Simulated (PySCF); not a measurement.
**Shapes and spin states of CuO(OH)**

These are results of PBE0/[Cu def2-TZVP, O def2-TZVP, H def2-TZVP], no relativity, density fitting, PySCF, not measurements.

Relaxations began from a few typed shapes and spin states; open shells are unrestricted. The search is not exhaustive: other isomers or separated fragments can lie lower, and high-lying points may rest on an excited occupation.

```tsv
spin	group	bonds	angles	imaginary modes (cm⁻¹)	ΔE (kJ/mol)	ΔE with ZPE (kJ/mol)
triplet	Cs	Cu–O 1.706 Å, Cu–O 1.740 Å, O–H 0.960 Å	Cu–O–H 118.7°, O–Cu–O 178.6°	none	0.0	0.0
singlet (closed shell, unstable to spin polarisation)	C1	Cu–O 1.652 Å, Cu–O 1.727 Å, O–H 0.963 Å	Cu–O–H 115.9°, O–Cu–O 151.4°	none	133.3	135.4
singlet (closed shell, unstable to spin polarisation)	Cs	Cu–O 1.661 Å, Cu–O 1.730 Å, O–H 0.962 Å	Cu–O–H 117.6°, O–Cu–O 177.6°	55i	134.0	–
```

The lowest minimum found is the triplet Cs: Cu–O 1.706 Å, Cu–O 1.740 Å, O–H 0.960 Å; Cu–O–H 118.7°, O–Cu–O 178.6°.

For the lowest minimum: other spin states or occupations of the open shell can lie lower.
